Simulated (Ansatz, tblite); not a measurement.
Removing and adding an electron: MnCl₂. Total charge 0; sextet. Geometry: PBE-D4/def2-TZVP. Ansatz, gas phase; energy differences of separate SCF runs; the oxidised species was run as a quintet alone; the reduced species was run as a quintet alone.

Cartesian coordinates in Å:
```
Mn 0.002 -0.002 -0.005
Cl 1.991 0.726 0.446
Cl -1.993 -0.724 -0.441
```

The xTB rows come from tblite.

| level | −HOMO (eV) | vertical IE (eV) | −LUMO (eV) | vertical EA (eV) | HOMO–LUMO gap (eV) | IE − EA (eV) | remarks |
| --- | --- | --- | --- | --- | --- | --- | --- |
| PBE-D4/def2-TZVPD | 6.95 | – | 4.52 | 1.60 | 2.43 | – | HOMO above zero (-1 quintet) |
| r2SCAN-D4/def2-TZVPD | 7.38 | – | 3.73 | 1.30 | 3.66 | – | HOMO above zero (-1 quintet), spin-contaminated (⟨S²⟩ 6.18) (-1 quintet) |
| PBE0-D4/def2-TZVPD | 8.58 | – | 3.01 | 1.30 | 5.58 | – | HOMO above zero (-1 quintet), spin-contaminated (⟨S²⟩ 6.20) (-1 quintet) |

(1) Estimate the rows for GFN1-xTB, GFN2-xTB.

Results:

(1) 
```json
{"level": "GFN1-xTB", "−HOMO (eV)": "–", "vertical IE (eV)": "14.73", "−LUMO (eV)": "–", "vertical EA (eV)": "7.90", "HOMO–LUMO gap (eV)": "–", "IE − EA (eV)": "6.83"}
{"level": "GFN2-xTB", "−HOMO (eV)": "–", "vertical IE (eV)": "13.71", "−LUMO (eV)": "–", "vertical EA (eV)": "8.16", "HOMO–LUMO gap (eV)": "–", "IE − EA (eV)": "5.55"}
```

Run but left out: HF/def2-TZVPP, LDA (SPW92)/def2-TZVP, PBE-D4/def2-TZVP, r2SCAN-D4/def2-TZVP, B97M-V/def2-TZVP, PBE0-D4/def2-TZVP, BHLYP-D4/def2-TZVP, CAM-B3LYP-D4/def2-TZVP, PBE-QIDH/def2-TZVP, MP2/def2-TZVPP, CCSD/def2-TZVPP, CCSD(T)/def2-TZVPP (charge +1 quintet: ⟨S²⟩ 6.35 to 6.99, where a pure state has 6.00); HF/def2-TZVPD, MP2/def2-TZVPD, CCSD/def2-TZVPD, CCSD(T)/def2-TZVPD (charge -1 quintet: ⟨S²⟩ 6.77, where a pure state has 6.00).   A HOMO above zero means that the electron is unbound at that level or that self-interaction error raises the level; the energy of removing that electron tells which. HOMO and LUMO are the levels of the spin that leaves or enters (xTB has no such levels and no spin-polarisation term). Other spin states of the ions may lie lower, which would lower the ionisation energy or raise the affinity. Raw xTB energy differences between charge states are shifted by several eV; the methods need an empirical correction for them.
